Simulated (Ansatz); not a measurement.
Born–Oppenheimer molecular dynamics of F$_{6}$H$_{2}$W (9 atoms, charge 0, multiplicity 1). It starts at the highest image of a converged band. Of that band: The profile has 2 maxima (images 2, 4) with wells between them (image 3): this band takes more than one step, which may be the mechanism or a detour left from its start path. A vibrational analysis at the climbing image gives one clearly imaginary mode, 828i cm⁻¹: a first-order saddle point.

Computed with RKS PBE0/def2-SVP (Ansatz).

```yaml
ensemble: NVE (velocity Verlet)
time_step: 0.5 fs
steps_asked: 179
starting_velocities_drawn_for: 300 K
seed: 7286
```

First frame:

```xyz
9
Properties=species:S:1:pos:R:3
W 0.145 0.196 -0.078
H 0.525 -0.494 1.617
F 1.981 0.158 -0.072
F -0.171 1.875 -0.776
F -1.535 0.338 0.662
F -0.219 -1.628 -0.050
F 0.201 -0.224 -1.876
F 0.594 1.563 1.484
H 0.637 0.465 1.867
```

Question: How far do the bonds stretch over the last three quarters of this one trajectory? (Pairs bonded in most of those frames.)

Answer: 
| bond | mean (Å) | spread (Å) | shortest | longest |
| --- | --- | --- | --- | --- |
| W1–H2 | 1.709 | 0.055 | 1.64 | 1.83 |
| W1–F3 | 1.864 | 0.024 | 1.83 | 1.90 |
| W1–F4 | 1.864 | 0.005 | 1.85 | 1.87 |
| W1–F5 | 1.852 | 0.013 | 1.83 | 1.87 |
| W1–F6 | 1.862 | 0.016 | 1.84 | 1.89 |
| W1–F7 | 1.847 | 0.007 | 1.83 | 1.86 |
| W1–F8 | 2.528 | 0.294 | 2.12 | 3.08 |
| F8–H9 | 0.943 | 0.038 | 0.90 | 1.09 |

Mean temperature of the second half: 587 K. The conserved energy stayed within 0.073 meV per atom of its start (net change -0.016 meV per atom), so the integration is sound. The kinetic energy rose, since the run started high on the potential surface and went downhill. It ends in pieces (F5HW + FH), so much of that is their flight and rotation, not heat. A run of 0.089 ps of so small a system gives no equilibrium averages. The orbitals stay closed-shell, which can raise the energy where a bond breaks towards radicals; this wasn't checked here.

Time of the run: 11 min on 4 threads of Intel(R) Xeon(R) Platinum 8259CL CPU @ 2.50GHz (Skylake/Cascade Lake), on a shared host, peak memory 0.37 GiB.
